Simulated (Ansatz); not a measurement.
System: C4H5FO, charge 0, multiplicity 1. SMILES: C1(C)OCC=1F
Coordinates optimised at B3LYP-D3(BJ)/def2-TZVP (Ansatz, a program for electronic structure):
```
C
C 1 1.3303
F 2 1.3331 1 136.21
O 1 1.4146 2 94.93 3 -180.00
C 1 1.4708 2 142.78 3 0.00
H 5 1.0895 1 110.03 2 0.00
H 5 1.0928 6 108.79 1 121.41
H 5 1.0928 6 108.79 7 117.18
C 4 1.4749 1 88.49 2 0.00
H 9 1.0898 4 110.66 1 117.97
H 9 1.0898 10 111.46 4 -123.59
```

Quantity: atomisation energy (electronic, to ground-state atoms), in eV. Cores are frozen in the correlated levels unless marked. Open shells are spin-unrestricted. No spin-orbit coupling. Non-relativistic. The coupled-cluster limit lacks core correlation, which all-electron functionals hold. CBS(X,Y): correlation extrapolated as X^-3; Hartree-Fock from the larger set. [CCSD(T)-MP2]/basis is that difference in the basis named.

| level | program | atomisation energy (eV) |
|---|---|---|
| B97M-V/def2-TZVPD | Ansatz | [?] |
| PBE0/def2-TZVP | Ansatz | [?] |
| wB97X-V/def2-TZVPD | Ansatz | [?] |
| SCS-MP2/cc-pVDZ | Ansatz | 44.46 |
| SCS-MP2/cc-pVTZ | Ansatz | 47.16 |
| RI-MP2/CBS(cc-pVTZ,cc-pVQZ)+[CCSD(T)-MP2]/cc-pVTZ | Ansatz | 47.78 |

Task: What belongs in the gaps?

Result: 
- B97M-V/def2-TZVPD, atomisation energy (eV): 47.89
- PBE0/def2-TZVP, atomisation energy (eV): 48.26
- wB97X-V/def2-TZVPD, atomisation energy (eV): 47.93
